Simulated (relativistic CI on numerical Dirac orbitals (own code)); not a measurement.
# Crystal-field levels of Ta3+, 5d2

Calculated by Dirac-Coulomb-Breit CI, separate exchange-only KLI orbitals for each configuration, a model potential for QED, one configuration in a parametric crystal field, unscaled Slater integrals (own radial code). With so little scaling, terms lie 10 to 35 % too far apart, which can change the order of excited levels.

Field parameters in Wybourne normalisation: D3d B²₀ = −7Dσ, B⁴₀ = −14Dq − 21Dτ, B⁴₃ = −14√(10/7) Dq. The field is a parameter set, without covalency.

S is read from ⟨S²⟩ = S(S + 1).

Levels (cm⁻¹, degeneracy): 0 (2), 752 (2), 1317 (1), 2586 (1), 4867 (2), 5304 (1), 10444 (1), 12150 (2), 15200 (2), 27846 (1), 41031 (1), 41309 (1).

Q: Which field gives this pattern?
A. D3d, 10Dq = 40750, Dσ = -550, Dτ = 240 cm⁻¹
B. D3d, 10Dq = 40750, Dσ = 550, Dτ = 240 cm⁻¹
C. D3d, 10Dq = 40750, Dσ = 980, Dτ = 240 cm⁻¹
D. D3d, 10Dq = 40750, Dσ = 1200, Dτ = 240 cm⁻¹

A: B. D3d, 10Dq = 40750, Dσ = 550, Dτ = 240 cm⁻¹, ground level with S = 0.99.
